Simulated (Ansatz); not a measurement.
Reaction (formal exchange of groups at a B–N bond): `[GaH2][NH]B1CS1` + `C=C` → `B1CS1` + `C=C[NH][GaH2]`

Program: Ansatz. Geometries: PBE0-D4/def2-TZVP. ΔE: electronic, gas phase. CCSD(T)/CBS adds triple-zeta CCSD(T) − MP2 to the extrapolated MP2 energy (def2 sets, frozen cores). This one scheme is used for every species. DFT in def2-TZVPP. For Ga outer-core shells are correlated without core-valence functions, which leaves a few kJ/mol of doubt a bond. Scalar relativity is left out up to krypton. Each species was taken in one conformer, which may not be the lowest.

| level | ΔE (kJ/mol) |
| --- | --- |
| r2SCANh-D4 | 132.7 |
| CAM-B3LYP-D4 | 137.6 |

(1) What does CCSD(T)/CBS give? (Best estimate.)

(2) What do rigid-rotor, harmonic-oscillator terms from PBE0-D4/def2-TZVP frequencies (298.15 K, 1 bar) make of the CCSD(T)/CBS value? (Estimate.)

Largest T1 diagnostic among the species: 0.016.

Answers

(1) Ansatz gave: +139.7 kJ/mol. The listed levels differ from it by -7.0, -2.1 kJ/mol.

(2) The calculation gave: ΔZPE = -2.8 kJ/mol, ΔH = +135.4 kJ/mol, ΔS = 9 J/(mol·K), ΔG = +132.7 kJ/mol.

From PBE to PBE0 (25 % exact exchange), in def2-TZVPP and without D4, ΔE moves by +7.0 kJ/mol. Leaving LDA and LC-ωPBE aside and taking each functional with its dispersion term where it has one, the values, not all of them listed here, spread over 17.7 kJ/mol, from revPBE-D4 to BHLYP-D4. LDA lies −4.7 kJ/mol from PBE without D4. In def2-TZVPP, CCSD(T) changes the Hartree–Fock value by −6.6 kJ/mol (the triples alone add −2.2 kJ/mol) and MP2 by −5.4 kJ/mol.
